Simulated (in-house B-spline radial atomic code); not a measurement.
The outermost shell (largest non-relativistic mean radius) with and without relativity; Dirac values are averaged over j. Computed with a radial B-spline atomic code at the basis-set limit: non-relativistic Hartree-Fock and Dirac-Hartree-Fock, averages of the configuration (point nuclei without relativity, finite nuclei with it).

```
 ion  configuration  outermost shell  radius non-relativistic (bohr)  radius Dirac (bohr)  radius change (%)  level non-relativistic (eV)  level Dirac (eV)
Al6+   [He] 2s2 2p3               2s                         0.56867              0.56708           -0.27952                     -270.272              -271
Si6+   [He] 2s2 2p4               2s                         0.53279              0.53104           -0.32752                     -294.278           -295.23
 P6+   [He] 2s2 2p5                ?                               ?                    ?                  ?                            ?                 ?
 S6+   [He] 2s2 2p6               2s                         0.47294              0.47088            -0.4359                     -345.099           -346.65
Cl6+       [Ne] 3s1                ?                               ?                    ?                  ?                            ?                 ?
Ar6+       [Ne] 3s2               3s                          1.2009               1.1965           -0.37024                     -122.040           -122.47
```

Question: Fill in the row of P6+.

Answer: outermost shell: 2s; radius non-relativistic (bohr): 0.50111; radius Dirac (bohr): 0.4992; radius change (%): -0.37963; level non-relativistic (eV): -319.219; level Dirac (eV): -320.44.

Question: Fill in the row of Cl6+.

Answer: outermost shell: 3s; radius non-relativistic (bohr): 1.2834; radius Dirac (bohr): 1.2792; radius change (%): -0.3298; level non-relativistic (eV): -113.395; level Dirac (eV): -113.75.

Question: Which member changes most?

Answer: Sulfur (S6+): its 2s shell contracts by 0.4 %.
